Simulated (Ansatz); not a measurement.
```tsv
atom	x (Å)	y (Å)	z (Å)
B	1.4534	0.0064	-0.0009
N	0.7130	1.2214	-0.0034
B	-0.7316	1.2513	0.0049
N	-1.4082	-0.0080	0.0060
B	-0.7314	-1.2519	-0.0052
N	0.7093	-1.2109	-0.0014
H	2.6592	0.0088	-0.0033
H	1.2051	2.0998	-0.0076
H	-1.3348	2.2952	-0.0055
H	-2.4191	0.0067	0.0074
H	-1.3342	-2.3002	0.0076
H	1.2188	-2.0939	0.0036
```

Basis set: STO-3G (spherical functions). Left uncorrelated: 6 orbitals. Charge 0, multiplicity 1.

Computed with Ansatz (development build ahead of 0.2.0); each method stands on the lowest determinant of its kind that the runs found. Restricted open shells among the atoms or ions are ROHF, correlated in semicanonical orbitals with singles.

**Question.** Give the atomization energy at this shape (free ground-state atoms in the same class of orbitals less the molecule, no zero-point energy) of singlet B₃N₃H₆ by RHF-MP2, RHF.

**Answer.**

```
 method  atomization energy
RHF-MP2    1225.52 kcal/mol
    RHF    1091.23 kcal/mol
```

This basis has no polarisation functions and is too small for such energies, which can lie far from measured ones in either direction.
